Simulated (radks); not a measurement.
Values are calculated unless marked as measured or tabulated.
Species: Eu IV. Configuration: [Xe] 4f6. Level of theory: scalar-relativistic Kohn-Sham, r2SCAN, spin-polarised, spherical densities, finite nucleus; open shells are filled with parallel spins first (spin-orbit coupling, left out, can overturn this in heavy ions); meta-GGA in the generalised Kohn-Sham scheme; Fermi nuclear charge, rms radius 5.1115 fm (a radial shooting solver on a logarithmic mesh with Libxc functionals).

X-ray form factor f0, the Fourier transform of the density (f0(0) = 60):

sin(theta)/lambda (1/angstrom)  f0 (electrons)
0.05                                    59.355
0.1                                     57.531
0.15                                    54.827
0.2                                     51.621
0.25                                    48.264
0.3                                     45.012
0.4                                     39.293
0.5                                     34.668
0.6                                     30.846
0.8                                     24.818
1                                       20.584
1.25                                    17.225
1.5                                     14.985
2                                       11.319
